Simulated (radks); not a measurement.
Values are calculated unless marked as measured or tabulated.
Problem. Radial electron density D(r) = 4 pi r^2 rho(r) of an atom or ion with 40 electrons. Code: a radial shooting solver on a logarithmic mesh with Libxc functionals. Model: Dirac Kohn-Sham, PBE, spin-unpolarised, spherical densities, finite nucleus; Fermi nuclear charge, rms radius of each element as measured or else 0.836 A^(1/3) + 0.57 fm.

```
   r/bohr * D(r) (the largest magnitude, 71.4, reaches the edge; | marks zero)
 0.001115 |*
 0.001452 | *
 0.001875 | *
 0.002442 |   *
 0.003179 |     *
 0.004107 |        *
 0.005348 |            *
 0.006963 |                  *
 0.009067 |                         *
  0.01171 |                                *
  0.01525 |                                       *
  0.01986 |                                           *
  0.02565 |                                           *
   0.0334 |                                        *
  0.04349 |                                     *
  0.05618 |                                       *
  0.07316 |                                               *
  0.09526 |                                                      *
    0.124 |                                                  *
   0.1602 |                                        *
   0.2086 |                                   *
   0.2717 |                                         *
   0.3509 |                                        *
    0.457 |                          *
    0.595 |            *
   0.7686 |          *
    1.001 |          *
    1.303 |      *
    1.697 | *
    2.192 |*
    2.854 *
    3.717 *
```

What is the nuclear charge?

Solution. Z = 45. The innermost maximum, from 1s, lies near gamma/Z bohr with gamma = sqrt(1 - (Z/c)^2) = 0.945, here 0.021 bohr (found: 0.0229), and its height grows with Z. The density is that of the rhodium ion Rh5+ in [Kr] 4d4; the configuration itself is not fixed sharply by these data, and Z only to a few units. D(r) has 4 maxima, at r = 0.0229, 0.101, 0.309, 0.881 bohr, and minima at 0.0456, 0.199, 0.721 bohr, inside which lie 2.04, 11.09, 29.18 electrons.
